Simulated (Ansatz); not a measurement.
Consider the ligand exchange at a Ge–O bond: `[GeH3][O][GeH3]` + `[NH2][GeH3]` → `[GeH3][NH][GeH3]` + `[OH][GeH3]`.

Gas-phase electronic energies from Ansatz, PBE0-D4/def2-TZVP geometries. CCSD(T)/CBS is the MP2 limit (def2-TZVPP, def2-QZVPP) plus CCSD(T) − MP2 in def2-TZVPP, frozen cores. For Ge outer-core shells are correlated without core-valence functions, which leaves a few kJ/mol of doubt a bond. Scalar relativity is left out up to krypton.

| species | HF/def2-SVP energy (Eh) |
| --- | --- |
| `[GeH3][O][GeH3]` | -4228.52475 |
| `[NH2][GeH3]` | -2132.41740 |
| `[GeH3][NH][GeH3]` | -4208.68997 |
| `[OH][GeH3]` | -2152.23995 |

(1) Work out ΔE.

Largest T1 diagnostic among the species: 0.012.

Answers

(1) ΔE = (-4208.68997) + (-2152.23995) − (-4228.52475) − (-2132.41740) = 0.01223 Eh = +7.7 kcal/mol. CCSD(T)/CBS gives +5.5 kcal/mol.

At CCSD(T), def2-SVP lies +1.1 kcal/mol from the extrapolated value and def2-TZVPP +0.2 kcal/mol. Leaving LDA and LC-ωPBE aside and taking each functional with its dispersion term where it has one, the values, not all of them listed here, spread over 1.8 kcal/mol, from revPBE-D4 to B97M-V. LDA lies −1.0 kcal/mol from PBE without D4.
